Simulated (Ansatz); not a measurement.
MoH₄, relaxed as a triplet with UKS r2SCAN-D4/def2-TZVP in Ansatz, starting from the GFN2-xTB geometry. Force threshold 0.02 eV/Å.

In the def2 sets Mo takes a core potential; there is no spin–orbit coupling.

Start:

| atom | x (Å) | y (Å) | z (Å) |
| --- | --- | --- | --- |
| Mo1 | -0.0007 | -0.0001 | -0.0008 |
| H2 | -0.2713 | 1.6242 | 0.2933 |
| H3 | -1.3083 | -0.6463 | -0.8201 |
| H4 | 0.1978 | -0.8022 | 1.4537 |
| H5 | 1.3825 | -0.1756 | -0.9262 |

Problem. Estimate the energy that the relaxation releases and the steps that it takes.

Solution. 0.7 kJ/mol, in 3 steps; 6 s on 2 threads of AMD EPYC 7R13 on a shared host. No frequencies were taken in this run, so the end may be a saddle point.

Problem. Does the start keep its bonding and symmetry?

Solution. By distances, no bond broke or formed. The bond that changes most is Mo1–H2, from 1.67 to 1.69 Å (atoms count from 1). Point group Td at the start, Td at the end, both within 0.05 Å.

Problem. Predict the relaxed structure.

Solution. 
```xyz
5

Mo    0.000    0.000    0.000
H    -0.275    1.640    0.295
H    -1.320   -0.652   -0.828
H     0.200   -0.811    1.468
H     1.395   -0.178   -0.935
```
Bond lengths: 4 × H–Mo 1.69 Å.
